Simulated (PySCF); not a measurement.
**Telling isomers of C5H7NO3Si apart by NMR**

Computed data (PySCF 2.14): geometry from GFN2-xTB, σ from GIAO-PBE0/pcSseg-1. One computed conformer, relativity neglected, gas phase, equivalent nuclei averaged.

References, each an isolated molecule treated in the same way: ¹H (31.72 ppm), ¹³C (186.93 ppm) against TMS. Where no couplings were computed, multiplicities follow the n + 1 count of equivalent neighbours, and m marks all less simple cases (inequivalent or close neighbours, rings, F or P nearby). Acid and N–H amide carbonyl carbons lie up to 10 ppm further downfield in solution (hydrogen bonding). Shifts are as computed. Against solution values, carbons near 30 ppm lie about +3 ppm off and those near 130 ppm about +5 ppm. Of 1211 compounds with measured shifts, 218 miss one by over three times the rms of a fit or turn the order of signals round; such compounds aren't used in these exercises. OH and NH positions are gas-phase values without hydrogen bonding to other molecules.

(1) Tabulate the signals of `O=CO[Si@@H](O)n1cccc1`, `C=C[C@H](O[SiH2]C#N)C(=O)O` and their relative energies.

(2) What is the quickest way to tell O=CO[Si@@H](O)n1cccc1 from C=C[C@H](O[SiH2]C#N)C(=O)O?

Answers

(1) 
```tsv
SMILES	carbon types	δC	δH	E rel. (kcal/mol)
O=CO[Si@@H](O)n1cccc1	5×CH	167.1, 124.3, 118.1	8.23 (s, 1H), 6.91 (m, 2H), 6.68 (m, 2H), 5.64 (s, 1H), 3.84 (br s, 1H)	0.0
C=C[C@H](O[SiH2]C#N)C(=O)O	2×C 2×CH 1×CH2	182.3, 139.6, 127.8, 125.0, 75.9	6.68 (br s, 1H), 6.18 (m, 1H), 6.17 (m, 1H), 5.92 (m, 1H), 5.31 (d, 1H), 5.30 (m, 1H), 5.28 (m, 1H)	63.9
```

Energies are electronic energies at PBE0/pcSseg-1 on these geometries, without zero-point or thermal terms, each for the one conformer computed, which needn't be the lowest.

(2) Count the carbon signals: 3 against 5. The first has a carbonyl carbon (CH) at 167.1 ppm, the second a carboxylic acid carbon (C) at 182.3 ppm. In the proton spectra the most deshielded non-exchanging signals are 8.23 (s, 1H) and 6.18 (m, 1H).
